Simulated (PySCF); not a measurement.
# What PySCF settings do for CaN

Base input, run as `OMP_NUM_THREADS=1 python input.py` with PySCF 2.14:

```python
from pyscf import gto, scf, cc

mol = gto.M(
    atom='Ca 0 0 0; N 0 0 2.245',
    basis='def2-svp',
    charge=0,
    spin=3,
    symmetry=True,
    verbose=4,
)
mf = scf.UHF(mol)
mf.kernel()
mycc = cc.CCSD(mf)
mycc.kernel()
e = mycc.eaccsd(nroots=6)[0]
print('roots (eV) =', (e*27.211386).round(3))
mf.dip_moment()
print('orbital energies (hartree):', [e[max(0, n-3):n+3].round(4) for e, n in zip(mf.mo_energy, mol.nelec)])
```

Base result: E(SCF) = -730.993782 Eh, 13 cycles, E(CCSD) − E(SCF) = -0.23458 Eh, ⟨S²⟩ = 3.761, μz(SCF) = -4.58 D, attachment roots -0.700, 0.855, 1.354, 1.354, 1.599, 1.761 eV. The bond length is a typed value, not an optimised one. Positive EA roots mean that the added electron is unbound. No search for the lowest solution was made.

Run time: 4.8 s on 1 thread of Intel Xeon 6975P-C (shared host), peak memory 0.18 GiB.

Each row names what differs from the base; energies in brackets are changes from the base.

| change | result | wall time (s) |
| --- | --- | --- |
| functional: none (Hartree–Fock) → tpssh; SCF type: UHF → UKS; step after the SCF: eomea → analyze | E(SCF) = -732.080528 Eh, 10 cycles, ⟨S²⟩ = 3.756, μz(SCF) = -3.65 D | 2.3 |
| PCM solvent, dielectric constant: none → 78.36; step after the SCF: eomea → analyze | E(SCF) = -731.013747 Eh (-0.5433 eV), 13 cycles, ⟨S²⟩ = 3.759, μz(SCF) = -5.45 D | 1.5 |
| step after the SCF: eomea → tda; number of roots: 6 → 8 | E(SCF) = -730.993782 Eh (+0.0000 eV), 13 cycles, ⟨S²⟩ = 3.761, μz(SCF) = -4.58 D, first excitations without spin–orbit coupling 0.36, 0.36, 2.35, 2.35, 2.58 eV | 0.95 |
| second-order solver: off → on [positive roots are unbound] | E(SCF) = -730.993782 Eh (+0.0000 eV), 4 cycles, E(CCSD) − E(SCF) = -0.23458 Eh, ⟨S²⟩ = 3.761, μz(SCF) = -4.58 D, attachment roots -0.700, 0.855, 1.354, 1.354, 1.599, 1.761 eV | 4.8 |
| spin (2S): 3 → 5 [an earlier cycle lay lower, so not the lowest solution of its kind] [positive roots are unbound] [a high spin state] | E(SCF) = -730.845133 Eh (+4.0449 eV), 13 cycles, E(CCSD) − E(SCF) = -0.19894 Eh, ⟨S²⟩ = 8.757, μz(SCF) = 2.08 D, attachment roots -2.858, -2.727, -2.727, -1.374, -1.294, -1.068 eV | 5.2 |
| level shift (hartree): none → -0.2 [unsound on purpose] [may be another electronic state] | not converged: SCF after 50 cycles | 5.5 |
| geometry: bond 2.245 → bond 2.312 [positive roots are unbound] | E(SCF) = -730.994365 Eh (-0.0159 eV), 13 cycles, E(CCSD) − E(SCF) = -0.23488 Eh, ⟨S²⟩ = 3.764, μz(SCF) = -4.76 D, attachment roots -0.719, 0.901, 1.312, 1.312, 1.568, 1.722 eV | 4.9 |
| charge: 0 → -1; spin (2S): 3 → 2 [no diffuse functions for the anion] | not converged: SCF after 50 cycles | 6 |
| step after the SCF: eomea → gradient | E(SCF) = -730.993782 Eh (+0.0000 eV), 13 cycles, ⟨S²⟩ = 3.761, μz(SCF) = -4.58 D, gradient on the second atom -0.0104 Eh/bohr | 0.92 |
| step after the SCF: eomea → ccsd; frozen orbitals: 0 → 6 | E(SCF) = -730.993782 Eh (+0.0000 eV), 13 cycles, E(CCSD) − E(SCF) = -0.23090 Eh, ⟨S²⟩ = 3.761, μz(SCF) = -4.58 D | 1.3 |
| cycle limit: 50 → 2 [unsound on purpose] | not converged: SCF after 2 cycles | 4.6 |
| number of roots: 6 → 15 [positive roots are unbound] | E(SCF) = -730.993782 Eh (+0.0000 eV), 13 cycles, E(CCSD) − E(SCF) = -0.23458 Eh, ⟨S²⟩ = 3.761, μz(SCF) = -4.58 D, attachment roots -0.700, 0.855, 0.855, 1.354, 1.354, 1.599, 1.599, 1.761, 1.982, 2.201, 2.299, 2.299, 2.441, 2.604, 2.604 eV | 8.2 |
| spin-free X2C: off → on [basis contracted without relativity] [positive roots are unbound] | E(SCF) = -733.502810 Eh, 13 cycles, E(CCSD) − E(SCF) = -0.23424 Eh, ⟨S²⟩ = 3.762, μz(SCF) = -4.57 D, attachment roots -0.704, 0.843, 1.355, 1.355, 1.604, 1.765 eV | 4.5 |
| step after the SCF: eomea → stability; point-group symmetry: on → off | E(SCF) = -730.993782 Eh (+0.0000 eV), 13 cycles, ⟨S²⟩ = 3.761, μz(SCF) = -4.58 D, internal stable; real -> complex stable; UHF/UKS -> GHF/GKS stable | 0.8 |
| basis set: def2-svp → crenbl; core potential: off → on | not converged: SCF after 50 cycles | 2.2 |
| smearing width (hartree): none → 0.01; step after the SCF: eomea → none [smearing does not keep the typed spin] | E(SCF) = -730.705633 Eh (+7.8409 eV), μz(SCF) = -12.14 D | 0.56 |
| electric field along z (a.u.): none → 0.005; point-group symmetry: on → off [positive roots are unbound] | E(SCF) = -730.985625 Eh (+0.2220 eV), 14 cycles, E(CCSD) − E(SCF) = -0.23556 Eh, ⟨S²⟩ = 3.763, μz(SCF) = -3.72 D, attachment roots -0.754, 0.953, 1.270, 1.270, 1.509, 1.666 eV | 4.9 |
| basis set: def2-svp → 6-31g(3d) [unsound on purpose] | stops with BasisNotFoundError (Basis set not found for Ca in 6-31g(3d)) | 0.52 |
| geometry: bond 2.245 → bond 2.402 [positive roots are unbound] | E(SCF) = -730.993331 Eh (+0.0123 eV), 13 cycles, E(CCSD) − E(SCF) = -0.23558 Eh, ⟨S²⟩ = 3.771, μz(SCF) = -4.96 D, attachment roots -0.733, 0.930, 1.268, 1.268, 1.539, 1.681 eV | 4.8 |
| electric field along z (a.u.): none → 0.2; point-group symmetry: on → off [unsound on purpose] [may be another electronic state] [positive roots are unbound] | E(SCF) = -732.557328 Eh (-42.5462 eV), E(CCSD) − E(SCF) = -0.18371 Eh, ⟨S²⟩ = 3.794, μz(SCF) = 49.01 D, attachment roots -4.792, -4.651, -4.095, -3.984, -2.562, -2.363 eV | 5.8 |
| basis set: def2-svp → x2c-tzvpall; spin-free X2C: off → on; step after the SCF: eomea → mp2 | E(SCF) = -734.055364 Eh, 13 cycles, E(MP2) − E(SCF) = -0.35529 Eh, ⟨S²⟩ = 3.764, μz(SCF) = -3.87 D | 1.3 |
| step after the SCF: eomea → mp2; frozen orbitals: 0 → 6 | E(SCF) = -730.993782 Eh (+0.0000 eV), 13 cycles, E(MP2) − E(SCF) = -0.20410 Eh, ⟨S²⟩ = 3.761, μz(SCF) = -4.58 D | 0.61 |

Task: Order these changes by how far they move the SCF energy from the base, largest first: (1) PCM solvent, dielectric constant: none → 78.36; step after the SCF: eomea → analyze; (2) electric field along z (a.u.): none → 0.005; point-group symmetry: on → off; (3) geometry: bond 2.245 → bond 2.312; (4) geometry: bond 2.245 → bond 2.402.

Result: (1) -0.5433 eV, (2) +0.2220 eV, (3) -0.0159 eV, (4) +0.0123 eV.
